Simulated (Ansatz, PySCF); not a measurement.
Reaction (SMILES): [NH]C=O -> [NH-]C=O (an electron is taken up)
Structures are relaxed separately at B3LYP-D3(BJ)/def2-TZVP in Ansatz (a program for electronic structure), one conformer each, not searched for the lowest.

Wanted: adiabatic electron affinity (electronic energy difference), positive where the reaction releases energy, in eV. Correlated levels leave the core frozen unless marked. UHF or UKS for open shells. No spin-orbit coupling. Non-relativistic. Anions need diffuse functions: aug- sets have them; def2-D sets add few; the other sets have none. CBS(X,Y): correlation extrapolated as X^-3; Hartree-Fock from the larger set. The bracket is a focal-point correction in the basis named.

RI-MP2/CBS(aug-cc-pVTZ,aug-cc-pVQZ)+[CCSD(T)-MP2]/aug-cc-pVTZ (Ansatz) gives 2.91 eV.

Q: Another calculation gave 2.74 eV. Which level was it?
A) PBE-QIDH/def2-TZVPD (Ansatz)
B) SVWN5/def2-TZVPD (Ansatz)
C) BP86/def2-TZVPD (PySCF)
D) TPSSh/def2-TZVPD (PySCF)

A: A, PBE-QIDH/def2-TZVPD (Ansatz). The others give 2.63 (TPSSh), 3.21 (SVWN5), 2.95 (BP86) eV.
